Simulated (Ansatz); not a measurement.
`[GeH3][O]C1CO1` and `[SiH3]C1CO1` differ in one atom or group.

Ansatz, PBE0-D4/def2-TZVP geometries, multiplicity 1. Each molecule was computed in one conformer, which needn't be the lowest.

Scalar relativity is left out up to krypton.

| property | `[GeH3][O]C1CO1` |
| --- | --- |
| size of the dipole moment (PBE/def2-TZVPP) / D | 2.79 |
| size of the dipole moment (ωB97M-V/def2-TZVPP) / D | 3.11 |
| HOMO–LUMO gap (PBE0/def2-TZVPP) / eV | 7.94 |
| HOMO energy (PBE0/def2-TZVPP) / eV | -7.79 |
| HOMO–LUMO gap (B3LYP/def2-TZVPP) / eV | 7.47 |
| HOMO energy (ωB97M-V/def2-TZVPP) / eV | -10.14 |

Question: Give the same properties after the change, and the shifts. (An estimate is asked.)

Answer: Computed: 
```csv
property,`[SiH3]C1CO1`,shift
size of the dipole moment (PBE/def2-TZVPP) / D,1.56,-1.23
size of the dipole moment (ωB97M-V/def2-TZVPP) / D,1.72,-1.39
HOMO–LUMO gap (PBE0/def2-TZVPP) / eV,8.46,0.52
HOMO energy (PBE0/def2-TZVPP) / eV,-7.81,-0.02
HOMO–LUMO gap (B3LYP/def2-TZVPP) / eV,7.96,0.49
HOMO energy (ωB97M-V/def2-TZVPP) / eV,-10.20,-0.06
```

Dipoles are sizes alone; their direction can turn.

B3LYP here is the variant with VWN-RPA as its local correlation; programs differ in this.
